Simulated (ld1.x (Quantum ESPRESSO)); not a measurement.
## Which setting gave this result? (As, RRKJ)

Base potential:

arsenic, norm-conserving RRKJ (Kleinman–Bylander form), made with ld1.x (Quantum ESPRESSO) 7.5 (PBE, scalar-relativistic). Core [Ar] 3d10, reference 4s2 4p2.5 (charge +0.5). Waves: 4p (bound): rc 1.75 bohr; 4d channel at -0.1 Ry: rc 1.75 bohr; 4s (bound): rc 1.30 bohr. Local part: the s channel. Core correction: a·sin(br)/r model core inside 0.65 bohr. rho0 = 0.005.

Cutoffs, loose and tight: the cutoffs (Ry, on a coarse ladder) from which the occupation-weighted sum of valence levels, in a spherical-Bessel basis at the reference potential, stays within 10 and 1 mRy of its value at 400 Ry. They do not see the model core or the augmentation charge, which bear on the density cutoff. Test errors are all-electron minus pseudo excitation energies from the reference, over the configurations 4s2 4p3; 4s2 4p2; 4s2 4p1; 4s2 4p3.3; 4s0 4p5; 4s2 4p0; 4s1 4p4; variants that change the core or the reference have their own tests.

Only the scale of all radii but the core radius (base = 1) is moved (1 further runs of the sweep failed or gave no value and are left out):

```tsv
scale of all radii but the core radius (base = 1)	cutoff, loose	cutoff, tight	bound ghosts	largest test error (meV)	median size of the test errors
0.86	70 Ry	260 Ry	p, d	-90	17.7 meV
0.95	70 Ry	160 Ry	p, d	-65	13.5 meV
1.02	40 Ry	90 Ry	d	-66	12.9 meV
1.14	35 Ry	50 Ry	none	-61	12.4 meV
1.3	35 Ry	50 Ry	none	-59	10.4 meV
1.35	30 Ry	45 Ry	none	-60	10.0 meV
```

**Question.** One more run gave cutoff, loose: 35 Ry; cutoff, tight: 50 Ry; bound ghosts: none; largest test error (meV): -59; median size of the test errors: 11.7 meV. Which value of the scale of all radii but the core radius (base = 1) was used?

**Answer.** 1.2. The median size of the test errors moves one way along this sweep, from 17.7 meV at 0.86 to 10.0 meV at 1.35, which places the run between 1.14 and 1.3.
